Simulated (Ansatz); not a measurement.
Reaction (hydrogenolysis of the Si–C bond): `C[SiH2]C(=N)Cl` + H₂ → `N=C([SiH3])Cl` + CH₄

Calculated with Ansatz (gas phase, PBE0-D4/def2-TZVP geometries, no zero-point term in ΔE). CBS: MP2 limit from def2 TZ/QZ plus the TZ coupled-cluster correction, frozen cores. This one scheme is used for every species. DFT in def2-TZVPP. B3LYP here is the variant with VWN-RPA as its local correlation; programs differ in this. HSE06 is defined as in plane-wave codes. One conformer a species, not always the lowest.

(1) Is it downhill or uphill in electronic energy at CCSD(T)/CBS, and by how much? (Estimate.)

(2) What do these levels give: B3LYP-D4, r2SCAN0-D4, HSE06-D4, r2SCAN0, BHLYP, RPA@PBE/def2-TZVPP, HF/def2-SVP, MP2/def2-SVP, CCSD(T)/def2-SVP, HF/def2-QZVPP, MP2/CBS(def2), CCSD/CBS(def2)? (An estimate is asked.)

Largest T1 diagnostic among the species: 0.013.

Answers

(1) Computed: Downhill: ΔE = -18.3 kJ/mol.

(2) Ansatz gave: B3LYP-D4 -21.8, r2SCAN0-D4 -18.5, HSE06-D4 -18.9, r2SCAN0 -20.4, BHLYP -32.3, RPA@PBE/def2-TZVPP -23.1, HF/def2-SVP -47.7, MP2/def2-SVP -26.9, CCSD(T)/def2-SVP -32.8, HF/def2-QZVPP -41.3, MP2/CBS(def2) -13.0, CCSD/CBS(def2) -22.2 kJ/mol.

Leaving LDA and LC-ωPBE aside and taking each functional with its dispersion term where it has one, the values, not all of them listed here, spread over 12.4 kJ/mol, from B2PLYP to revPBE-D4. LDA lies +6.9 kJ/mol from PBE without D4. The D4 term adds +8.8 kJ/mol with B3LYP and +4.9 kJ/mol with PBE0; it sums over pairs of atoms, weighted by their polarisabilities, and B3LYP, whose exchange is more repulsive, gets the larger term. In def2-TZVPP, CCSD(T) changes the Hartree–Fock value by +20.6 kJ/mol (the triples alone add +3.9 kJ/mol) and MP2 by +26.0 kJ/mol.
